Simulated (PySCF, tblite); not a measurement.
Isomers of C7H8Cl2. Method: GFN2-xTB as coded in tblite; computed harmonic values from a numerical Hessian at the method's own geometry, unscaled. This tight-binding method is rough: wavenumbers can miss measured ones by several per cent, in bad cases by 10 to 20. One conformer each.

Electronic energies: PBE0/pcSseg-1 single points on the GFN2-xTB geometries (PySCF, gas phase).

```csv
SMILES,"electronic energy, lowest = 0 (kcal/mol)"
C=C(C)[C@@]1(Cl)[C@@H]2[C@@H](Cl)[C@@H]21,15.0
C=C(Cl)C(=C)C(=C)CCl,0.0
C=CC(=C)C(=C)C(Cl)Cl,2.8
```

Problem. How do GFN2-xTB zero-point energies change the relative energies?

Solution. 
```tsv
SMILES	ZPE (kcal/mol)	of it from modes above 1550 cm⁻¹	electronic (kcal/mol)	with ZPE, lowest = 0 (kcal/mol)	lowest mode (cm⁻¹)	rings
C=C(Cl)C(=C)C(=C)CCl	78.1	42.6	0.0	0.0	21	0
C=CC(=C)C(=C)C(Cl)Cl	77.9	42.6	2.8	2.6	25	0
C=C(C)[C@@]1(Cl)[C@@H]2[C@@H](Cl)[C@@H]21	78.7	37.8	15.0	15.6	45	2
```

The zero-point energies span 0.8 kcal/mol, from `C=CC(=C)C(=C)C(Cl)Cl` to `C=C(C)[C@@]1(Cl)[C@@H]2[C@@H](Cl)[C@@H]21`. The order is unchanged.

Problem. And how do the electronic energies of GFN2-xTB itself compare?

Solution. `C=C(Cl)C(=C)C(=C)CCl` 0.0; `C=CC(=C)C(=C)C(Cl)Cl` 6.0; `C=C(C)[C@@]1(Cl)[C@@H]2[C@@H](Cl)[C@@H]21` 9.6 kcal/mol, lowest = 0. Against the energies above, taken from the same isomer `C=C(Cl)C(=C)C(=C)CCl`, the largest difference is 5.4 kcal/mol.
